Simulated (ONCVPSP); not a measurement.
zinc: excitation energies, all-electron against ONCV

- Element: zinc
- Generator: ONCVPSP 4.0.1
- Type: optimised norm-conserving Vanderbilt (ONCV)
- Functional: PBE
- Relativity: scalar-relativistic
- Frozen core: [Ne]
- Valence charge: 20
- Reference configuration: 3s2 3p6 3d10 4s2
- Partial waves: 3s+4s: rc 1.30 bohr, ncon 5, nbas 8, qcut 8.9 1/bohr, 2 projectors; 3p: rc 0.65 bohr, ncon 4, nbas 7, qcut 15 1/bohr, 1 projector; 3d: rc 0.95 bohr, ncon 4, nbas 9, qcut 14 1/bohr, 3 projectors, debl 1.7 Ha
- Local potential: polynomial inside 0.65 bohr (lpopt 5, dvloc0 6 Ha)
- Core correction: Teter function, fcfact 5.75, rcfact 1.55

Energies are relative to the spin-unpolarised reference configuration 3s2 3p6 3d10 4s2; without spin polarisation the order of configurations can differ from experiment.

```csv
valence configuration,charge,ΔE all-electron (eV),error AE − PS (meV)
3s2 3p6 3d10 4s1,+1,9.889,-1.1
3s2 3p6 3d9 4s0,+3,68.865,-9.0
```

Problem. What are ΔE and the potential's error for 3s2 3p6 3d10 4s0 4p2?

Solution. ΔE = 10.558 eV all-electron; the error (AE − PS) is +16 meV.

Problem. What are ΔE and the potential's error for 3s2 3p6 3d10 4s0?

Solution. ΔE = 28.331 eV all-electron; the error (AE − PS) is -0.3 meV.

Levels in the configuration 3s2 3p6 3d10 4s0:

| level | all-electron (eV) | pseudo (eV) |
| --- | --- | --- |
| 3s | -150.113 | -150.113 |
| 3p | -104.308 | -104.302 |
| 3d | -30.856 | -30.865 |
